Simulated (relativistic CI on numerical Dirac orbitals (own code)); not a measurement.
**Hyperfine structure of Ge8+, mass number 73**

Computed by Dirac-Coulomb-Breit CI, separate exchange-only KLI orbitals for each configuration, model QED (radiative potential, 1s self-energy scaled to tabulated hydrogen-like ionisation energies), unscaled Slater integrals (own radial code, finite nucleus).

CI space (outside the closed core [Ne]): 3s2 3p6 3d6, 3s2 3p5 3d7, 3s2 3p6 3d5 4s, 3s2 3p4 3d8, 3s 3p6 3d7, 3s2 3p6 3d5 4p, 3s2 3p6 3d4 4s2, 3s2 3p6 3d5 4d, 3s2 3p6 3d4 4s 4p, 3p6 3d8, 3s2 3p6 3d4 4p2, 3s2 3p6 3d5 5s, 3s2 3p6 3d5 4f, 3s2 3p6 3d5 5p, 3s2 3p6 3d5 5d, 3s 3p5 3d8. Levels of other configurations are missing.

Nuclear spin I = 9/2, μ = -0.87824 μN, Q = -0.196 b (tables of Stone and Pyykkö). The electronic factors are computed for point nuclear moments, without core polarisation or the Bohr-Weisskopf and QED corrections.

```
           Level  E (cm⁻¹)  A (MHz)  B (MHz)
3s2 3p6 3d6 5D_4       0.0   -191.5     -485
3s2 3p6 3d6 5D_3    2516.5   -139.5     -118
3s2 3p6 3d6 5D_2    4047.7     -116      103
3s2 3p6 3d6 5D_1    5029.8   -101.7      166
3s2 3p6 3d6 3P_2   37651.2   -156.2     37.7
3s2 3p6 3d6 3F_4   43345.1   -272.1     -191
3s2 3p6 3d6 3H_6   44107.9   -312.1      251
3s2 3p6 3d6 3P_1   44773.8     -105    -5.08
```

Levels with J = 0, under 50 % of one LS term, or S terms without an open s electron are left out. Small factors come from cancelling terms and can be off by tens of per cent or more.

At this charge configurations can still be misplaced by up to about 7 % of their energy. Terms inside the open d or f shell come out 10 to 20 % too wide with unscaled integrals.

Task: Give the hyperfine levels of 3s2 3p6 3d6 5D_4 relative to its centre of gravity.

Result: With K = F(F + 1) − I(I + 1) − J(J + 1), E = AK/2 + B[¾K(K + 1) − I(I + 1)J(J + 1)]/[2I(2I − 1)J(2J − 1)]: F = 1/2: 3990, F = 3/2: 3748, F = 5/2: 3338, F = 7/2: 2749, F = 9/2: 1965, F = 11/2: 967.6, F = 13/2: -267.5, F = 15/2: -1768, F = 17/2: -3568 MHz.
